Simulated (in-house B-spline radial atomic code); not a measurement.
A run on an ion of nuclear charge 15 with 15.3 electrons that did not converge. Method: non-relativistic wB97X, spin-polarised, spherical fractional occupations, point nucleus; computed with an all-electron radial atomic-structure program (B-spline basis).

Command:
```bash
python run_scf.py task.json out
```
Settings:
```
Z                15
configuration    [Ne] 3s2 3p3.3
hamiltonian      nr
method           wb97x
spin_polarised   True
```

First and last ten iterations of the last attempt (damped for 15 steps, keeping 80 % of the old Fock matrix, then DIIS):
```
 iter        energy (Eh)    residual
    1        -339.924577    2.35e-01
    2        -341.001208    8.45e-02
    3        -341.128567    5.85e-02
    4        -341.194108    4.05e-02
    5        -341.228362    2.79e-02
    6        -341.246530    2.02e-02
    7        -341.256326    1.61e-02
    8        -341.261714    1.26e-02
    9        -341.264752    9.92e-03
   10        -341.266515    7.77e-03
  111        -341.269726    8.97e-05
  112        -341.269727    2.68e-05
  113        -341.269727    8.86e-05
  114        -341.269726    9.24e-06
  115        -341.269726    2.28e-05
  116        -341.269726    1.90e-05
  117        -341.269726    2.54e-05
  118        -341.269726    2.46e-05
  119        -341.269727    7.21e-05
  120        -341.269726    2.53e-05
 not converged after 120 iterations
```

The smallest residual met was 9.2e-06; the threshold is about 1e-07. Over the last five steps the energy moves by less than 1e-06 hartree, but the orbitals didn't meet the threshold. Cost of the run: 3.6 s on 1 thread of Intel(R) Xeon(R) 6975P-C, with other jobs on the host.
